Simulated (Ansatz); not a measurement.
Consider the formal exchange of groups at a Te–Al bond: `[CH3][Al]([CH3])[TeH]` + `CC(O)O` → `CC(O)(O)[TeH]` + `[CH3][AlH][CH3]`.

Isolated molecules relaxed with PBE0-D4/def2-TZVP in Ansatz; ΔE leaves out vibrations. CCSD(T)/CBS is the MP2 limit (def2-TZVPP, def2-QZVPP) plus CCSD(T) − MP2 in def2-TZVPP, frozen cores. Functionals use def2-TZVPP. def2 core potentials past Kr. For Te outer-core shells are correlated without core-valence functions, which leaves a few kJ/mol of doubt a bond. Each species was taken in one conformer, which may not be the lowest.

`[CH3][Al]([CH3])[TeH]`:

Cartesian coordinates in Å:
```
C 0.032 0.229 1.680
Al 0.184 0.117 -0.261
C -0.986 -0.979 -1.372
Te 1.978 1.454 -1.470
H 0.039 -0.771 2.126
H -0.921 0.692 1.959
H 0.833 0.811 2.137
H -2.035 -0.710 -1.211
H -0.889 -2.037 -1.105
H -0.776 -0.885 -2.440
H 2.542 2.079 -0.043
```

`CC(O)O`:

Cartesian coordinates in Å:
```
C -1.042 0.316 0.209
C 0.328 0.045 -0.359
O 0.463 -1.347 -0.472
O 1.358 0.596 0.417
H -1.191 1.389 0.328
H -1.816 -0.084 -0.448
H -1.141 -0.170 1.185
H 0.445 0.525 -1.339
H 1.336 -1.525 -0.835
H 1.260 0.256 1.313
```

`CC(O)(O)[TeH]`:

```xyz
11

C    -1.226   -0.002   -0.246
C     0.164   -0.250    0.280
O     0.175   -1.439    0.963
O     0.607    0.739    1.149
Te    1.608   -0.472   -1.445
H    -1.905    0.090    0.607
H    -1.258    0.915   -0.835
H    -1.546   -0.829   -0.879
H     1.004   -1.487    1.453
H     0.692    1.571    0.675
H     1.685    1.164   -1.723
```

`[CH3][AlH][CH3]`:

Z-matrix (Å, degrees):
```
C
Al 1 1.954
H 1 1.092 2 113.4
H 1 1.095 2 111.1 3 121.8
H 1 1.096 2 110.4 3 -120.9
C 2 1.954 1 121.2 3 -176.1
H 2 1.595 1 120.2 3 4.5
H 6 1.096 2 110.5 1 -117.3
H 6 1.093 2 113.4 1 3.7
H 6 1.095 2 111.0 1 125.4
```

```tsv
species	PBE0-D4 energy (Eh)
`[CH3][Al]([CH3])[TeH]`	-590.77164
`CC(O)O`	-230.11998
`CC(O)(O)[TeH]`	-498.14557
`[CH3][AlH][CH3]`	-322.67645
```

Question: Work out ΔE.

Answer: ΔE = (-498.14557) + (-322.67645) − (-590.77164) − (-230.11998) = 0.06960 Eh = +1.89 eV. CCSD(T)/CBS gives +1.88 eV.

Largest T1 diagnostic among the species: 0.012.

From r2SCAN to r2SCAN0 (25 % exact exchange), in def2-TZVPP and without D4, ΔE moves by +0.11 eV. In def2-TZVPP, CCSD(T) changes the Hartree–Fock value by −0.23 eV (the triples alone add −0.06 eV) and MP2 by −0.22 eV.
